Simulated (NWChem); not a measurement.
Molecule: HfNH2F3; SMILES [F][Hf]([F])([F])[NH2]

```xyz
7

Hf     0.0179    -0.0001     0.0272
F     -0.1799    -1.5968     1.0635
F      0.0056     1.6308     1.0279
F      1.6595    -0.1153    -0.9558
N     -1.5295     0.0773    -1.2646
H     -2.0032    -0.7241    -1.6768
H     -1.9429     0.9244    -1.6495
```
Atoms are numbered in this order, from 1.

The geometry was optimised at PBE0/def2-SVP. Not confirmed as a minimum by frequencies. def2 effective core potentials on Hf; no spin-orbit coupling.

Question: List the 4 lowest vertical singlet excitations from CAM-B3LYP/def2-SVPD with def2 effective core potentials on Hf, TDA (NWChem).

Answer: 
```csv
state,energy (eV),oscillator strength,leading excitation (squared amplitude)
S1,5.96,0.000,HOMO → LUMO+1 (0.99)
S2,6.38,0.064,HOMO → LUMO (0.90)
S3,7.10,0.048,HOMO → LUMO+2 (0.71)
S4,7.33,0.008,HOMO → LUMO+4 (0.71)
```
